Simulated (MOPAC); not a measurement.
Input file for MOPAC: PM6 on C2H3F (a complex), monomers drawn apart or pushed together.

```
PM6 1SCF PRECISE CHARGE=0 THREADS=1
C2H3F

F     -0.03245971 1    -0.01161536 1     0.34874149 1
H     -0.01822541 1    -0.00444956 1     1.28328892 1
C      0.25182891 1    -0.53809691 1     3.17868718 1
C     -0.23338829 1     0.55748077 1     3.17770330 1
H      0.68277594 1    -1.51074473 1     3.18759766 1
H     -0.66414165 1     1.53022990 1     3.18487742 1
```

Output:

```
*******************************************************************************
 **                                                                           **
 **                              MOPAC v23.2.5                                **
 **                                                                           **
 *******************************************************************************
 ** MOPAC's Digital Object Identifier: https://doi.org/10.5281/zenodo.6511958 **
 **                                                                           **
 ** Please cite the open-source release paper for use of this MOPAC version:  **
 ** J. E. Moussa and J. J. P. Stewart (2026)                                  **
 ** MOPAC: An open-source semiempirical molecular orbital program             **
 ** J. Open Source Softw., 11(119), 8025, https://doi.org/10.21105/joss.08025 **
 *******************************************************************************

                              PM6 CALCULATION RESULTS

 *******************************************************************************
 *  PM6        - The PM6 Hamiltonian to be used
 *
 *
 *
 *                 CHARGE ON SYSTEM = 0
 *
 *
 *
 *  PRECISE    - TIGHTER CRITERIA TO BE USED
 *  1SCF       - DO 1 SCF AND THEN STOP
 *  THREADS=1  - MULTI-THREADING NOT USED
 *  T=         - A TIME OF 172800.0 SECONDS REQUESTED
 *  DUMP=N     - RESTART FILE WRITTEN EVERY 7200.0 SECONDS REQUESTED
 *******************************************************************************
PM6 1SCF PRECISE CHARGE=0 THREADS=1
 C2H3F

   ATOM   CHEMICAL          X               Y               Z
  NUMBER   SYMBOL      (ANGSTROMS)     (ANGSTROMS)     (ANGSTROMS)

     1       F         -0.03245971  *  -0.01161536  *   0.34874149  *
     2       H         -0.01822541  *  -0.00444956  *   1.28328892  *
     3       C          0.25182891  *  -0.53809691  *   3.17868718  *
     4       C         -0.23338829  *   0.55748077  *   3.17770330  *
     5       H          0.68277594  *  -1.51074473  *   3.18759766  *
     6       H         -0.66414165  *   1.53022990  *   3.18487742  *



          CARTESIAN COORDINATES

    NO.       ATOM           X           Y           Z

     1         F         -0.0325     -0.0116      0.3487
     2         H         -0.0182     -0.0044      1.2833
     3         C          0.2518     -0.5381      3.1787
     4         C         -0.2334      0.5575      3.1777
     5         H          0.6828     -1.5107      3.1876
     6         H         -0.6641      1.5302      3.1849

 General Reference for PM6:
 "Optimization of Parameters for Semiempirical Methods V: Modification of NDDO Approximations
 and Application to 70 Elements", J. J. P. Stewart, J. Mol. Mod., 13, 1173-1213 (2007)
 URL: https://link.springer.com/article/10.1007/s00894-007-0233-4

           Empirical Formula: C2 H3 F  =     6 atoms



      MOLECULAR POINT GROUP   :   C2v


      RHF CALCULATION, NO. OF DOUBLY OCCUPIED LEVELS = 9


 -------------------------------------------------------------------------------
 PM6 1SCF PRECISE CHARGE=0 THREADS=1
 C2H3F



     1SCF WAS SPECIFIED, SO BFGS WAS NOT USED
     SCF FIELD WAS ACHIEVED


                              PM6 CALCULATION
                                                       MOPAC v23.2.5 Linux




          FINAL HEAT OF FORMATION =         -2.43898 KCAL/MOL =     -10.20468 KJ/MOL


          COSMO AREA              =         89.89 SQUARE ANGSTROMS
          COSMO VOLUME            =         70.52 CUBIC ANGSTROMS

          IONIZATION POTENTIAL    =         12.107436 EV
          HOMO LUMO ENERGIES (EV) =        -12.107  0.952
          NO. OF FILLED LEVELS    =          9
          MOLECULAR WEIGHT        =         46.0441         POINT GROUP:  C2v

          MOLECULAR DIMENSIONS (Angstroms)

            Atom       Atom       Distance
            H     6    H     5     3.32592
            H     5    F     1     2.83788
            F     1    H     2     0.00049


          SCF CALCULATIONS        =          1





   ATOM   CHEMICAL          X               Y               Z
  NUMBER   SYMBOL      (ANGSTROMS)     (ANGSTROMS)     (ANGSTROMS)

     1       F         -0.03245971  *  -0.01161536  *   0.34874149  *
     2       H         -0.01822541  *  -0.00444956  *   1.28328892  *
     3       C          0.25182891  *  -0.53809691  *   3.17868718  *
     4       C         -0.23338829  *   0.55748077  *   3.17770330  *
     5       H          0.68277594  *  -1.51074473  *   3.18759766  *
     6       H         -0.66414165  *   1.53022990  *   3.18487742  *

                             CARTESIAN COORDINATES

   1    F       -0.032459710    -0.011615360     0.348741490
   2    H       -0.018225410    -0.004449560     1.283288920
   3    C        0.251828910    -0.538096910     3.178687180
   4    C       -0.233388290     0.557480770     3.177703300
   5    H        0.682775940    -1.510744730     3.187597660
   6    H       -0.664141650     1.530229900     3.184877420


           Empirical Formula: C2 H3 F  =     6 atoms



      MOLECULAR POINT GROUP   :   C2v


                  EIGENVALUES
 -40.39730 -27.36903 -20.35449 -17.19957 -16.14622 -15.46106 -15.45896 -12.22584
 -12.10744   0.95214   1.04843   4.49726   4.84532   5.68606   6.32076


              NET ATOMIC CHARGES AND DIPOLE CONTRIBUTIONS

  ATOM NO.   TYPE          CHARGE      No. of ELECS.   s-Pop       p-Pop
    1          F          -0.313308        7.3133     1.96168     5.35163
    2          H           0.282630        0.7174     0.71737
    3          C          -0.194672        4.1947     1.16235     3.03232
    4          C          -0.194629        4.1946     1.16235     3.03227
    5          H           0.209991        0.7900     0.79001
    6          H           0.209988        0.7900     0.79001
 DIPOLE           X         Y         Z       TOTAL
 POINT-CHG.     0.026     0.013     1.702     1.702
 HYBRID         0.003     0.001     0.172     0.172
 SUM            0.028     0.014     1.874     1.875


          ATOMIC ORBITAL ELECTRON POPULATIONS

     Atom    s        px        py        pz
    1  F   1.96168   1.99984   1.99992   1.35187
    2  H   0.71737
    3  C   1.16235   1.00728   1.03751   0.98752
    4  C   1.16235   1.00740   1.03736   0.98752
    5  H   0.79001
    6  H   0.79001

 **********************
 *                    *
 * JOB ENDED NORMALLY *
 *                    *
 **********************




 == MOPAC DONE ==
```

The run finished.

Cost: about 0.03 core-seconds (a rough figure).
